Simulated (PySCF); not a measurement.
Peak assignment

Molfile (atoms numbered from 1):
```
H11NOSi4
     RDKit          3D

 17 16  0  0  0  0  0  0  0  0999 V2000
    3.4002   -0.3431   -1.0733 O   0  0  0  0  0  0  0  0  0  0  0  0
    2.3007   -0.0667    0.1020 Si  0  0  0  0  0  4  0  0  0  0  0  0
    0.3526   -0.1387   -1.1020 Si  0  0  0  0  0  4  0  0  0  0  0  0
   -0.9923    0.0183    0.0177 N   0  0  0  0  0  0  0  0  0  0  0  0
   -1.9835   -1.3378    0.4630 Si  0  0  0  0  0  4  0  0  0  0  0  0
   -1.4486    1.6007    0.5698 Si  0  0  0  0  0  4  0  0  0  0  0  0
    4.3384   -0.3729   -0.9025 H   0  0  0  0  0  0  0  0  0  0  0  0
    2.6463    1.2058    0.7636 H   0  0  0  0  0  0  0  0  0  0  0  0
    2.4936   -1.0714    1.1655 H   0  0  0  0  0  0  0  0  0  0  0  0
    0.1931    0.9352   -2.1008 H   0  0  0  0  0  0  0  0  0  0  0  0
    0.1165   -1.3835   -1.8504 H   0  0  0  0  0  0  0  0  0  0  0  0
   -2.1898   -1.2991    1.9114 H   0  0  0  0  0  0  0  0  0  0  0  0
   -1.2648   -2.5526    0.0866 H   0  0  0  0  0  0  0  0  0  0  0  0
   -3.2743   -1.2700   -0.2295 H   0  0  0  0  0  0  0  0  0  0  0  0
   -2.5011    2.1506   -0.2903 H   0  0  0  0  0  0  0  0  0  0  0  0
   -0.2574    2.4491    0.5152 H   0  0  0  0  0  0  0  0  0  0  0  0
   -1.9365    1.4883    1.9439 H   0  0  0  0  0  0  0  0  0  0  0  0
  1  2  1  0
  2  3  1  0
  3  4  1  0
  4  5  1  0
  4  6  1  0
  1  7  1  0
  2  8  1  0
  2  9  1  0
  3 10  1  0
  3 11  1  0
  5 12  1  0
  5 13  1  0
  5 14  1  0
  6 15  1  0
  6 16  1  0
  6 17  1  0
M  END
```

PySCF 2.14.0 with density-fitted response routines calculation with NMR shieldings at PBE0/pcSseg-1/GIAO and structure optimised with GFN2-xTB; isolated molecule, a single conformation, no relativistic terms, rapidly exchanging positions averaged.

Referencing at the same level of theory: TMS for ¹H.

Task: Assign these signals to the numbered atoms. ¹H NMR (400 MHz, computed): δ 5.56 (t, 2H), 5.22 (t, 2H), 4.71 (s, 6H), 0.25 (br s, 1H).

Result: 
| δ (ppm) | atoms | environment | reason |
| --- | --- | --- | --- |
| 5.56 | H8/H9 | hydrogen on a silicon bonded to O, Si | – |
| 5.22 | H10/H11 | hydrogen on a silicon bonded to N, Si | – |
| 4.71 | H12/H13/H14/H15/H16/H17 | hydrogen on a silicon bonded to N | – |
| 0.25 | H7 | hydrogen on an oxygen bonded to Si | labile proton, position sensitive to the medium |

OH and NH positions are those of a molecule without intermolecular hydrogen bonds; in solution they move with solvent, concentration and temperature, and exchange usually removes their couplings. No couplings were computed; multiplicities are counted from neighbouring protons, with m where these are inequivalent, close in shift, in a saturated or five-membered ring or joined by F or P, and br s for small geminal =CH2 splittings.
